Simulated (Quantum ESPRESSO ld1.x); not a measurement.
Q: Si V, 10 electrons, occupied as [Ne] (the NIST ground configuration). Method: non-relativistic Kohn-Sham, exchange-only LDA, spin-polarised, spherical densities, point nucleus; computed with ld1.x of Quantum ESPRESSO 7.5. Some entries of the table are withheld. Estimate them.

| orbital | occ. | eigenvalue (eV) | <1/r> (bohr^-1) |
|---|---|---|---|
| 1s | 2 | -1826.02 | 13.53 |
| 2s | 2 | -188.719 | (1) |
| 2p | 6 | -146.369 | (2) |
| 3s | 0 | -48.5897 | 0.7968 |
| 3p | 0 | (3) | 0.7208 |
| 3d | 0 | (4) | (5) |

A: 
(1) 2s <1/r> (bohr^-1): 2.572
(2) 2p <1/r> (bohr^-1): 2.474
(3) 3p eigenvalue (eV): -39.4426
(4) 3d eigenvalue (eV): -27.6631
(5) 3d <1/r> (bohr^-1): 0.5552
